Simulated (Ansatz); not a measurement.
`OB(O)OB(O)O`. Total charge 0; spin multiplicity 1.

```xyz
11

O     0.779   -1.742   -0.725
B    -0.037   -1.370    0.287
O    -0.531   -2.337    1.106
O    -0.403   -0.048    0.539
B    -0.035    1.076   -0.141
O     0.800    0.979   -1.224
O    -0.484    2.305    0.236
H     1.074   -0.986   -1.245
H    -1.096   -1.972    1.789
H     0.992    1.830   -1.625
H    -1.060    2.265    1.003
```

Problem. Give the diagnostics of a CCSD(T)/def2-TZVPP run (frozen core, the Gaussian-basis code of Ansatz). (Best estimate.)

Solution. Computed: T1 = 0.0124, largest single amplitude 0.033, largest double 0.016, (T) share of the correlation energy 3.5 %, 9 CCSD cycles. The RHF solution is stable towards an unrestricted one. T1 lies under the customary mark of 0.02 for closed shells.
